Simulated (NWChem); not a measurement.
System: p-toluenesulfonic acid (C7H8O3S); SMILES Cc1ccc(S(=O)(=O)O)cc1

NWChem input:

```
start job
memory heap 200 mb stack 900 mb global 1100 mb
geometry units angstroms noautosym nocenter noautoz
  C     -0.002601    -4.172275     0.022911
  C      0.001923    -2.662270     0.003144
  C      1.204578    -1.944178    -0.043377
  C      1.212520    -0.550409    -0.080103
  C     -0.004238     0.131294    -0.070308
  S     -0.009220     1.912436    -0.108256
  O     -1.255330     2.363876    -0.709821
  O      1.294003     2.397332    -0.567123
  O     -0.092360     2.278641     1.499585
  C     -1.220259    -0.555409    -0.031375
  C     -1.206051    -1.946500     0.008571
  H     -0.319755    -4.577175    -0.946839
  H     -0.697900    -4.559075     0.776516
  H      0.991766    -4.574075     0.239895
  H      2.148883    -2.482376    -0.055202
  H      2.144748     0.002003    -0.130939
  H      0.719655     2.779282     1.706219
  H     -2.155125    -0.005507    -0.043152
  H     -2.148588    -2.487566     0.039903
end
basis spherical
  * library def2-svp
end
dft
  xc xpbe96 cpbe96
  iterations 150
  semidirect filesize 400000000
end
cosmo
  do_cosmo_smd true
  solvent ether
end
task dft energy
```

All runs use the structure optimised with B3LYP/6-31G* (spherical d). Not confirmed as a minimum by frequencies. Solvent: diethyl ether.

Level: PBE/def2-SVP with SMD (1 M gas to 1 M solution), gas-phase geometry.

Problem. What results follow from this input? (PBE/def2-SVP, SMD on the gas-phase geometry.) Quantities: solvation free energy (kcal/mol); cavity-dispersion-structure term (kcal/mol); dipole in solution (D).

Solution. 
```json
{
 "solvation free energy (kcal/mol)": "-10.4",
 "cavity-dispersion-structure term (kcal/mol)": "-4.9",
 "dipole in solution (D)": "5.28"
}
```
